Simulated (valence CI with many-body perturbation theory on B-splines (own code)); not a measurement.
Cs XXII in brief

Computed by valence CI with perturbative core correlation (CI+MBPT): six valence electrons over a frozen Dirac-Fock core [Ar] 3d10, radial functions for each j: 9 s, 9 p, 8 d, 6 f, 3 g, 1 h, with the one-electron correlation potential Σ1 (screened to all orders), the two-electron term Σ2, the three-electron term Σ3, Breit, model QED; selected single and double excitations, second order for the rest, scaled by the run's own slope (own B-spline code, finite nucleus).

No measured spectrum was set against this ion. As an estimate, levels hold to about 250 cm⁻¹ or 0.2 % of their energy and the worst to 1 %, as in measured heavy ions of charge 2 to 7; those with d or f electrons hold less well. Among the levels kept, up to 970 cm⁻¹ of a level comes from second order outside the variational space, and about a tenth of that is noise between levels of different J, which matters for small intervals.

Levels are named by their leading jj configuration (3d3/2^4 stands for four electrons in 3d with j = 3/2), which in mixed levels can hold well under half, so a name can repeat and another be missing.

Rates and lifetimes use the calculated energies. Strong lines usually hold to 10 to 20 %, long lifetimes can be off by a factor of two.

What is the ground level?

(4s^2 4p1/2^2 4p3/2^2) J=2, composition 74 % 4s²4p⁴ ³P + 24 % 4s²4p⁴ ¹D, g = 1.377.

Where does the other parity begin?

At (4s 4p1/2^2 4p3/2^3) J=2, 565660 cm⁻¹.

Among levels below 1007100 cm⁻¹, which E1 lines absorb most strongly from the ground level?

to (4s^2 4p1/2 4p3/2^2 4d5/2) J=3 at 10.60 nm, f = 0.664; to (4s^2 4p1/2 4p3/2^2 4d3/2) J=3 at 10.32 nm, f = 0.604; to (4s^2 4p1/2 4p3/2^2 4d3/2) J=2 at 10.76 nm, f = 0.438.

Name the longest-lived excited levels whose lifetime is computed, and their main decay.

(4s^2 4p1/2^2 4p3/2^2) J=0 at 40873 cm⁻¹ lives 529 ms, mostly by E2 to (4s^2 4p1/2^2 4p3/2^2) J=2; (4s^2 4p1/2^2 4p3/2 4d5/2) J=4 at 731790 cm⁻¹ lives 990 μs, mostly by M2 to (4s^2 4p1/2^2 4p3/2^2) J=2; (4s^2 4p1/2 4p3/2^2 4d5/2) J=5 at 884780 cm⁻¹ lives 126 μs, mostly by M1 to (4s^2 4p1/2^2 4p3/2 4d5/2) J=4. The lifetime of (4s^2 4p1/2 4p3/2^2 4d5/2) J=4 is too uncertain to give, and may be longer.

How well does LS coupling describe the low levels?

Among the lowest 20 levels the leading LS term, summed over configurations, holds 60 % on average. For single configurations the figures are 54 % in LS and 76 % in jj coupling. Terms mix most in the J = 2 level at 699980 cm⁻¹, where the leading one holds 32 %.
